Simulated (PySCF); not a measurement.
Compound: C2H8O3Si2.
Numbering: `[CH3:1][C:2](=[O:3])[O:4][SiH2:5][O:6][SiH3:7]` (hydrogens: H8, H9, H10 on C1; H11, H12 on Si5; H13, H14, H15 on Si7)

Computed geometry: GFN2-xTB, gas phase.

(1) List the bond lengths, angles and torsions at this level.

## Answers

(1) 
```
                     bond  length (Å)
                    C1–C2       1.504
                    C2=O3       1.202
                    C2–O4       1.325
                   O4–Si5       1.654
                   Si5–O6       1.606
                   O6–Si7       1.623
     C1–H8, C1–H9, C1–H10       1.087
         Si5–H11, Si5–H12       1.454
Si7–H13, Si7–H14, Si7–H15       1.461
```

Bonds in one row agree within 0.01 Å and their mean is given. A selection of angles:
```
      angle  degrees
   C2–C1–H8    110.0
   H8–C1–H9    110.1
  H9–C1–H10    108.0
   C1–C2–O3    125.0
   C1–C2–O4    112.5
   O3–C2–O4    122.5
  C2–O4–Si5    122.2
  O4–Si5–O6    100.6
 O4–Si5–H11    109.8
 O6–Si5–H11    109.7
H11–Si5–H12    116.1
 Si5–O6–Si7    153.8
 O6–Si7–H13    107.6
 O6–Si7–H15    104.0
H13–Si7–H14    111.0
H13–Si7–H15    113.1
```

Dihedral angles: C1–C2–O4–Si5 180° (antiperiplanar); C2–O4–Si5–O6 180° (antiperiplanar); O4–Si5–O6–Si7 180° (antiperiplanar).

Si7 (oxygen-bound silicon) is distorted tetrahedral (angles from 104.0° to 113.1°). O4 (oxygen singly bound to a carbonyl carbon) is bent (angle 122.2°). The O–Si distances run from 1.606 Å (Si5–O6, drawn single) to 1.654 Å (O4–Si5, drawn single), a spread of 0.048 Å. Si5 (oxygen-bound silicon) is distorted tetrahedral (angles from 100.6° to 116.1°). The C–O distances run from 1.202 Å (C2=O3, drawn double) to 1.325 Å (C2–O4, drawn single), a spread of 0.123 Å. The 7 heavy atoms lie in one plane (0.001 Å rms).

Point group: Cs (every atom within 0.08 Å of its image). Stationary, but not proved a minimum. The numbers are those of one conformer.
